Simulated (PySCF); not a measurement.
Isomers of C5H14GeO and their computed core-level spectra.

Computed with PySCF 2.14.0, delta-SCF UKS SCAN, pcX-2 on the ionised atom, pcseg-1 elsewhere, spin-free X2C. Geometries: PBE0-D3(BJ)/def2-SVP; isolated species, one conformer each.

Line lists (1s up to Mg, 2p3/2 beyond, nothing for Ge; areas count atoms within a level, one atom standing for each set equivalent by bonding):
1. C 1s: 290.26 (area 1), 290.31 (area 1), 290.53 (area 1), 290.56 (area 1), 291.78 (area 1) eV; O 1s: 537.15 eV
2. C 1s: 290.20 (area 1), 290.23 (area 1), 290.24 (area 2), 291.82 (area 1) eV; O 1s: 537.34 eV
3. C 1s: 290.07 (area 3), 290.37 (area 1), 291.66 (area 1) eV; O 1s: 537.32 eV

Structures:
A. `CC(C)(C)C[O][GeH3]`
B. `CC(C)CC[O][GeH3]`
C. `C[C@H](CCC)[O][GeH3]`

Q: Match each list to its structure.

A: 
- 1 = C: no other candidate has these counts of sites. C 1s: 290.26 chain CH2 carbon, 290.31 methyl carbon, 290.53 chain CH2 carbon, 290.56 methyl carbon, 291.78 sp3 carbon bound to oxygen; O 1s: 537.15 oxygen bonded to C and Ge.
- 2 = B: no other candidate has these counts of sites. C 1s: 290.20 chain CH2 carbon, 290.23 sp3 CH carbon, 290.24 methyl carbon (×2), 291.82 sp3 carbon bound to oxygen; O 1s: 537.34 oxygen bonded to C and Ge.
- 3 = A: no other candidate has these counts of sites. C 1s: 290.07 methyl carbon (×3), 290.37 quaternary sp3 carbon, 291.66 sp3 carbon bound to oxygen; O 1s: 537.32 oxygen bonded to C and Ge.
